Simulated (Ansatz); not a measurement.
Relaxation of C₂H₁₀N₂Si (15 atoms, charge 0, multiplicity 1), to a largest force component of 0.02 eV/Å in at most 40 steps.

Computed with RKS PBE/cc-pVDZ in Ansatz.

```xyz
15
Properties=species:S:1:pos:R:3
Si 0.000 0.000 0.000
N 0.000 0.000 1.820
H -0.877 -0.271 2.350
H 0.877 0.271 2.350
H 1.377 0.000 -0.486
N -0.857 1.485 -0.606
C -2.272 1.409 -0.998
H -2.825 0.778 -0.270
H -2.709 2.429 -1.010
H -2.352 0.961 -2.011
C -0.135 2.762 -0.704
H -0.244 3.171 -1.730
H -0.557 3.483 0.028
H 0.940 2.598 -0.483
H -0.688 -1.191 -0.486
```

**Question.** Where does it end, and by what steps?

**Answer.** It converged. The force dipped under the threshold on the way, but the program's further checks kept it going. After 12 steps the energy has fallen by 0.575 eV; H9 moved furthest, 0.90 Å.

```
step  energy less start (eV)  largest force component (eV/Å)  accepted
   0                  0.0000                           1.969       yes
   1                 -0.3417                           0.898       yes
   2                 -0.4429                           0.303       yes
   3                 -0.5103                           0.297       yes
   4                 -0.5478                           0.088       yes
   5                 -0.5656                           0.150       yes
   6                 -0.5602                           0.228        no
   7                 -0.5696                           0.061       yes
   8                 -0.5706                           0.216       yes
   9                 -0.5736                           0.076       yes
  10                 -0.5743                           0.011       yes
  11                 -0.5746                           0.022       yes
  12                 -0.5747                           0.014       yes
```

```xyz
15
Properties=species:S:1:pos:R:3
Si -0.009 0.010 0.110
N 0.022 -0.128 1.874
H -0.892 -0.224 2.333
H 0.550 0.601 2.370
H 1.442 0.062 -0.295
N -0.769 1.360 -0.741
C -2.208 1.424 -0.938
H -2.650 0.408 -0.884
H -2.730 2.065 -0.183
H -2.451 1.844 -1.943
C -0.109 2.649 -0.862
H -0.305 3.101 -1.863
H -0.447 3.394 -0.098
H 0.989 2.531 -0.757
H -0.755 -1.213 -0.358
```

Whether the end is a true minimum wasn't checked by a vibrational analysis.

Time of the run: 18 s on 4 threads of Intel(R) Xeon(R) Platinum 8488C (Sapphire Rapids), on a shared host, peak memory 0.2 GiB.
